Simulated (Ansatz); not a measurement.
C₄H₄F₆O (`FCC(F)(F)COC(F)(F)F`). Total charge 0; spin multiplicity 1. The structure was optimised at the PBE0-D4/def2-TZVP level. It is one conformer, not always the lowest.

```xyz
15

F     1.709    1.039    1.462
C     0.352    1.182    1.605
C    -0.326   -0.143    1.328
F    -1.662    0.060    1.440
F     0.028   -1.049    2.275
C    -0.003   -0.770   -0.009
O    -0.348    0.177   -1.009
C    -0.138   -0.209   -2.276
F    -0.500    0.780   -3.071
F    -0.845   -1.298   -2.600
F     1.147   -0.500   -2.513
H    -0.009    1.930    0.896
H     0.124    1.484    2.630
H     1.063   -1.000   -0.043
H    -0.592   -1.684   -0.114
```

What is the dipole moment at B3LYP/def2-TZVPP? (Estimate.)

Ansatz gave: 0.78 D, with components (-0.10, 0.22, 0.74) D in this frame, pointing from negative to positive charge.

And with PBE, r2SCAN, ωB97M-V? (An estimate is asked.)

The calculation gave: PBE 0.75 D, r2SCAN 0.77 D, ωB97M-V 0.77 D.

Give the Mulliken charges with B3LYP, r2SCAN, PBE in def2-TZVPP. (Best estimate.)

Computed: 
```csv
atom,B3LYP,r2SCAN,PBE
F1,-0.23,-0.23,-0.19
C2,0.04,0.11,0.01
C3,0.38,0.38,0.31
F4,-0.20,-0.19,-0.15
F5,-0.20,-0.19,-0.15
C6,-0.06,-0.01,-0.09
O7,-0.27,-0.27,-0.20
C8,0.57,0.57,0.42
F9,-0.16,-0.16,-0.12
F10,-0.18,-0.18,-0.14
F11,-0.18,-0.18,-0.14
H12,0.10,0.07,0.09
H13,0.11,0.07,0.10
H14,0.13,0.11,0.12
H15,0.13,0.10,0.12
```

B3LYP here is the variant with VWN-RPA as its local correlation; programs differ in this.
